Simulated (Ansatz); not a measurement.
`[NH2][Ta](=[O])([OH])[F]` and `[O]=[Ta]([OH])([F])[Cl]` differ in one atom or group.

Ansatz, PBE0-D4/def2-TZVP geometries, multiplicity 1. Each molecule was computed in one conformer, which needn't be the lowest.

Elements past krypton have def2 core potentials.

| property | `[NH2][Ta](=[O])([OH])[F]` |
| --- | --- |
| ideal-gas entropy at 298 K and 1 bar (rigid rotor, harmonic PBE0-D4/def2-TZVP) / J/(mol·K) | 355 |
| size of the dipole moment (ωB97M-V/def2-TZVPP) / D | 3.26 |
| HOMO energy (PBE0/def2-TZVPP) / eV | -8.34 |
| HOMO energy (ωB97M-V/def2-TZVPP) / eV | -10.72 |
| LUMO energy (PBE/def2-TZVPP) / eV | -1.47 |
| LUMO energy (ωB97M-V/def2-TZVPP) / eV | 0.90 |

(1) What does the change do to each property? (Best estimate.)

Results:

(1) Ansatz gave: 
```
                                                                                  property  `[O]=[Ta]([OH])([F])[Cl]`  shift
ideal-gas entropy at 298 K and 1 bar (rigid rotor, harmonic PBE0-D4/def2-TZVP) / J/(mol·K)                        358      3
                                        size of the dipole moment (ωB97M-V/def2-TZVPP) / D                       3.65   0.39
                                                        HOMO energy (PBE0/def2-TZVPP) / eV                      -9.46  -1.12
                                                     HOMO energy (ωB97M-V/def2-TZVPP) / eV                     -11.74  -1.02
                                                         LUMO energy (PBE/def2-TZVPP) / eV                      -2.64  -1.17
                                                     LUMO energy (ωB97M-V/def2-TZVPP) / eV                       0.35  -0.55
```

With PBE0 the HOMO falls by 1.12 eV and the LUMO falls by 1.24 eV, so the gap narrows by about 0.12 eV. PBE moves the HOMO by -1.06 eV and ωB97M-V by -1.02 eV. The zero-point energy changes by -64.2 kJ/mol with -6 modes. Dipoles are sizes alone; their direction can turn.
